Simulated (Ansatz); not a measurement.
Cost and result for the atomization energy of BH8NSSi2, SMILES `NB(S)[SiH2][SiH3]` (13 atoms, 12 bonds).

```
atom   x (Å)   y (Å)   z (Å)
  N1  -0.921  -0.905  -1.851
  B2  -0.500   0.193  -1.102
  S3  -1.431   1.744  -1.008
 Si4   1.189   0.083   0.002
 Si5   0.659   0.027   2.280
  H6  -1.768  -0.926  -2.394
  H7  -0.390  -1.757  -1.900
  H8  -2.467   1.420  -1.804
  H9   2.093   1.243  -0.243
 H10   1.943  -1.161  -0.342
 H11   1.877  -0.125   3.123
 H12  -0.249  -1.118   2.564
 H13  -0.034   1.283   2.675
```

The species carries charge 0 and has multiplicity 1. The geometry is a stationary point of PBE0-D4/def2-TZVP. It is one conformer, not always the lowest. Program: Ansatz. All runs use 4 threads of an Arm Neoverse V2 on a shared host. Times are those of one run each, without the atoms' runs, and a repeat can differ threefold. Electronic energies, without spin–orbit coupling; frozen cores. CCSD(T)/CBS adds CCSD(T) − MP2 in def2-TZVPP to the MP2 limit, and its time is that of the two runs behind it. T1 = 0.014. B3LYP takes the VWN-RPA correlation (the form of Gaussian; ORCA's B3LYP/G).

CCSD(T)/CBS is a level of theory with its own doubt, some kJ/mol a heavy atom from the limit and from the frozen cores, so smaller differences don't rank the functionals.

```csv
level,functions,wall time,atomization (kJ/mol),difference from CCSD(T)/CBS,per bond
PBE-D4/def2-TZVPP (with forces),300,2.8 s,4246.8,41.3,3.4
PBE0-D4/def2-TZVPP,300,3.5 s,4204.5,-1.0,-0.1
r2SCAN-D4/def2-TZVPP (with forces),300,5.5 s,4225.0,19.5,1.6
B3LYP-D4/def2-TZVPP (with forces),300,6 s,4224.2,18.7,1.6
B2PLYP/def2-TZVPP,300,6.5 s,4154.2,-51.3,-4.3
ωB97X-V/def2-TZVPP,300,9.5 s,4251.0,45.5,3.8
ωB97M-V/def2-TZVPP (with forces),300,14 s,4230.5,25.0,2.1
MP2/def2-QZVPP,564,25 s,4166.0,-39.5,-3.3
CCSD(T)/def2-TZVPP,300,3.4 min,4089.7,-115.8,-9.6
CCSD(T)/CBS(def2),–,3.8 min,4205.5,0.0,0.0
```

The D4 term adds +52.5 kJ/mol with B3LYP and +28.0 kJ/mol with PBE0; it sums over pairs of atoms, weighted by their polarisabilities, and B3LYP, whose exchange is more repulsive, gets the larger term. From PBE to PBE0 (25 % exact exchange), in def2-TZVPP and without D4, the atomization energy moves by −37.9 kJ/mol: exact exchange takes away binding that semilocal exchange gives to molecules. In def2-TZVPP, CCSD(T) changes the Hartree–Fock value by +986.0 kJ/mol (the triples alone add +54.7 kJ/mol) and MP2 by +994.0 kJ/mol; breaking electron pairs costs correlation energy, which Hartree–Fock lacks.
